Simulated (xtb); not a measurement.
Cl4HSi2, SMILES [Si]([SiH](Cl)Cl)(Cl)Cl (connectivity only; charge and spin as stated), charge +1, multiplicity 1. All values are semi-empirical tight-binding results from xtb (GFN2-xTB unless named), good for trends rather than for accurate numbers. Geometry optimised at GFN2-xTB. The multiplicity is an assumed one; no other spin state was optimised. The isomer is the one that the SMILES or the coordinates give; other isomers of the formula were not compared. One conformer was computed; it need not be the lowest.

Optimised geometry:

Bonded distances (Å): Cl1–Si2 1.962, Si2–Cl3 1.961, Si2–Si4 2.415, Si4–Cl5 1.987, Si4–Cl6 1.988, Si4–H7 1.460. Angles (°): Cl1–Si2–Cl3 115.4, Cl1–Si2–Si4 120.1, Cl3–Si2–Si4 124.5, Si2–Si4–Cl5 107.1, Si2–Si4–Cl6 107.1, Si2–Si4–H7 103.3, Cl5–Si4–Cl6 113.4, Cl5–Si4–H7 113.0, Cl6–Si4–H7 112.2.
Charge +1, spin multiplicity 1.

Computed properties:
```json
{
  "orbital_gap": "2.84 eV",
  "zero_point_energy": "9.6 kcal/mol",
  "G − E(el) at 298.15 K (modified RRHO)": "-14.4 kcal/mol",
  "static polarisability (D4 model)": "112.5 bohr³",
  "solvation energy, GFN2-xTB/ALPB(water)": "-46.8 kcal/mol",
  "solvation energy, GFN2-xTB/ALPB(ether)": "-40.2 kcal/mol"
}
```

Computed atomic charges and the Wiberg bond orders between heavy atoms:
charges (e) Cl1 0.07, Si2 0.50, Cl3 0.08, Si4 0.46, Cl5 -0.07, Cl6 -0.08, H7 0.04. Bond orders Cl1–Si2 1.52, Si2–Cl3 1.53, Si2–Si4 0.67, Si4–Cl5 1.31, Si4–Cl6 1.30.
